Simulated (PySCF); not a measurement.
Compound: C₅H₃ClOS.
Structure used (PBE0-D3(BJ)/def2-SVP), in Å, numbered top down from 1:
```xyz
11
C5H3ClOS angstrom
O     -2.143   -1.528    0.293
C     -1.771   -0.454   -0.050
Cl    -2.948    0.766   -0.628
C     -0.379    0.011   -0.052
C      0.687   -0.839    0.383
C      1.900   -0.221    0.305
S      1.756    1.389   -0.295
C      0.066    1.253   -0.451
H      0.528   -1.859    0.734
H      2.879   -0.620    0.568
H     -0.539    2.078   -0.823
```

Theory: core-valence-separated Tamm–Dancoff BHandHLYP/aug-pcX-1 (pcseg-1 on H, def2-SVPD on Cl, def2-SVPD on S) in PySCF, non-relativistic, gas phase, PBE0-D3(BJ)/def2-SVP geometry. Absolute energies from this functional tend to lie a few eV below measured edges; no shift was applied.

(1) Give energies, oscillator strengths and core holes at the O K edge.

(2) List the carbon K-edge absorption lines.

Results:

(1) 
| E (eV) | f | core hole on | main final orbital | polarisation |
| --- | --- | --- | --- | --- |
| 528.87 | 0.0462 | O1 | LUMO (73 %) | out of plane |
| 533.77 | 0.0127 | O1 | spread | in plane |
| 534.41 | 0.0001 | O1 | LUMO+1 (81 %) | – |
| 534.66 | 0.0015 | O1 | LUMO+8 (35 %) | in plane |
| 535.49 | 0.0010 | O1 | LUMO+3 (40 %) | in plane |
| 535.68 | 0.0037 | O1 | LUMO+5/LUMO+6 (2 roots, f summed) | mixed |

The first line with a tenth or more of the strongest one's intensity is at 528.87 eV (f = 0.046), with the hole on O1 (carbonyl oxygen), polarised out of plane: a 1s→π* resonance. It is also the strongest listed.

(2) 
```
E (eV)       f  core hole on  main final orbital  polarisation
282.90  0.0595            C8         LUMO (82 %)  out of plane
283.23  0.0561            C5       LUMO+1 (79 %)  out of plane
283.40  0.0334            C4         LUMO (86 %)  out of plane
283.53  0.0626            C6       LUMO+1 (76 %)  out of plane
284.63  0.0785            C2         LUMO (67 %)  out of plane
284.92  0.0001            C5         LUMO (96 %)             –
285.90  0.0081            C4       LUMO+1 (83 %)  out of plane
285.94  0.0387            C6       LUMO+3 (32 %)      in plane
286.04  0.0008            C6         LUMO (84 %)             –
286.44  0.0374            C8              spread      in plane
286.62  0.0146            C5       LUMO+2 (43 %)      in plane
286.80  0.0317            C4              spread  out of plane
286.85  0.0236            C6       LUMO+2 (67 %)      in plane
286.98  0.0170            C4              spread      in plane
287.05  0.0058            C5       LUMO+3 (51 %)      in plane
287.33  0.0008            C8       LUMO+1 (91 %)             –
287.42  0.0162            C4       LUMO+3 (50 %)      in plane
287.42  0.0093            C8       LUMO+3 (47 %)      in plane
287.57  0.0654            C2              spread      in plane
287.70  0.0004            C4       LUMO+7 (32 %)             –
287.73  0.0055            C5       LUMO+7 (51 %)      in plane
287.88  0.0010            C5       LUMO+4 (46 %)      in plane
287.89  0.0019            C6       LUMO+4 (49 %)      in plane
```

The first line with a tenth or more of the strongest one's intensity is at 282.90 eV (f = 0.060), with the hole on C8 (aromatic CH next to a ring sulfur), polarised out of plane: a 1s→π* resonance. The strongest listed is at 284.63 eV (f = 0.078; C2, 1s→π*).

Roots within 0.03 eV whose holes lie on the same, on equivalent or on shared atoms are summed into one line, and the highest roots are left out, as the search may have cut off their partners. Final orbitals are the ground state's empty Kohn–Sham orbitals. A dash: too weak, shared between unlike atoms, or no plane or axis to refer to.

Q: What are the wavelength and the wavenumber of the 528.87 eV line?

A: λ = 12398.42 eV Å/528.87 eV = 23.443 Å; 4.2656 × 10⁶ cm⁻¹.

The list ends where the root search ended, not at a threshold.

Time: 25 s; peak memory 1.1 GiB. Hardware: one thread, Arm Neoverse V1 (aarch64), shared host with 32 logical CPUs at a one-minute load of 9.0.

One conformer stands for the species.
